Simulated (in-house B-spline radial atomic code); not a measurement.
A run on an ion of nuclear charge 42 with 39.11 electrons that did not converge. Method: scalar-relativistic (X2C) wB97X, spin-polarised, spherical fractional occupations, Fermi nucleus of rms radius 4.4091 fm; computed with an all-electron radial atomic-structure program (B-spline basis).

Command:
```bash
python run_scf.py task.json out
```
Settings (nuclear radius in fm, mass in u):
```
Z                42
configuration    [Ar] 3d9.11 4s2 4p6 4d4
hamiltonian      x2c
method           wb97x
spin_polarised   True
nucleus          fermi
rms_radius       4.4091
atomic_mass      97.9054
speed_of_light   137.035999084
```

First and last ten iterations of the last attempt (damped for 15 steps, keeping 80 % of the old Fock matrix, then DIIS):
```
 iter        energy (Eh)    residual
    1       -4030.381283    4.94e-01
    2       -4036.156698    3.05e-01
    3       -4037.603360    2.03e-01
    4       -4038.317673    1.41e-01
    5       -4038.665916    9.72e-02
    6       -4038.834308    6.75e-02
    7       -4038.915413    4.75e-02
    8       -4038.954482    3.37e-02
    9       -4038.973376    2.43e-02
   10       -4038.982585    1.77e-02
  111       -4038.991890    8.84e-06
  112       -4038.991890    5.01e-06
  113       -4038.991890    2.68e-06
  114       -4038.991890    4.95e-06
  115       -4038.991890    3.04e-06
  116       -4038.991890    1.27e-06
  117       -4038.991890    1.03e-06
  118       -4038.991890    1.88e-06
  119       -4038.991890    3.01e-06
  120       -4038.991890    4.72e-06
 not converged after 120 iterations
```

The smallest residual met was 6.7e-07; the threshold is about 4e-07. Over the last five steps the energy moves by less than 3e-08 hartree, but the orbitals didn't meet the threshold. Time taken, with all properties: 11 s on 1 thread of Arm Neoverse V2 (shared host).
